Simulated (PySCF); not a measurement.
## C5H10, SMILES `C[C@@H]1C[C@@H]1C` (charge 0, multiplicity 1)

Computed with PySCF 2.14.0 with PBE-D3(BJ)/def2-TZVP // PBE0-D3(BJ)/def2-TZVP.

```json
{
  "HOMO": "-6.33 eV",
  "dipole_moment": "0.13 D",
  "HOMO–LUMO gap": "6.91 eV",
  "LUMO": "0.57 eV",
  "total_energy": "-196.3224 Ha",
  "cost": "around 110 core-seconds (rough)"
}
```

```xyz
15

C      1.5328    -0.1877    -0.7196
C      0.8166     0.2071     0.5407
C     -0.1146    -0.7468     1.2298
C     -0.6592     0.4887     0.5750
C     -1.5261     0.3961    -0.6485
H      0.9309    -0.8586    -1.3351
H      1.7836     0.6857    -1.3284
H      2.4648    -0.7096    -0.4866
H      1.4095     0.8304     1.2035
H     -0.3063    -1.6906     0.7300
H     -0.1014    -0.8093     2.3110
H     -0.9506     1.2808     1.2584
H     -1.2417    -0.4439    -1.2846
H     -1.4649     1.3056    -1.2528
H     -2.5733     0.2520    -0.3694
```
Charge 0, spin multiplicity 1.
